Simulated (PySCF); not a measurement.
## C₆ coefficients of unlike pairs at PBE0

Calculated with PySCF 2.14 from the dipole response of each species, C₆(A,B) = (3/π) ∫ α_A(iu) α_B(iu) du, in atomic units, from isotropic polarisabilities. For ions this is the dispersion term alone; charge-induced terms of lower order in 1/R come first.

| species | configuration | basis | relativity | α (bohr³) | C₆ (like pair) |
| --- | --- | --- | --- | --- | --- |
| Fe⁺ | [Ar] 3d6 4s1 (6D) | x2c-TZVPPall with one added diffuse shell each of s, p, d, f type (7s6p5d3f1g) | spin-free X2C | 26.78 | 134.6 |
| Ti | [Ar] 3d2 4s2 (3F) | aug-cc-pwCVTZ-DK (10s9p7d4f3g) | spin-free X2C | 109.1 | 1282 |
| I⁺ | [Kr] 4d10 5s2 5p4 (3P) | aug-cc-pVQZ-DK3 (9s8p6d3f2g) | spin-free X2C | 20.24 | 172.6 |
| Os | [Xe] 4f14 5d6 6s2 (5D) | aug-cc-pVTZ-PP with ECP60MDF (6s6p5d3f2g) | core potential | 58.36 | 663.0 |

Q: Estimate C₆ for Os with I⁺.

A: The integral gives 324.1. The combination rule 2 C_A C_B / (C_A α_B/α_A + C_B α_A/α_B) gives 314.6 and the geometric mean 338.3.

No spin-orbit coupling is included.

The other pairs:

| pair | C₆ |
| --- | --- |
| Ti, Fe⁺ | 399.6 |
| Os, Ti | 881.6 |
| I⁺, Fe⁺ | 145.0 |
| Os, Fe⁺ | 298.5 |
| I⁺, Ti | 393.1 |
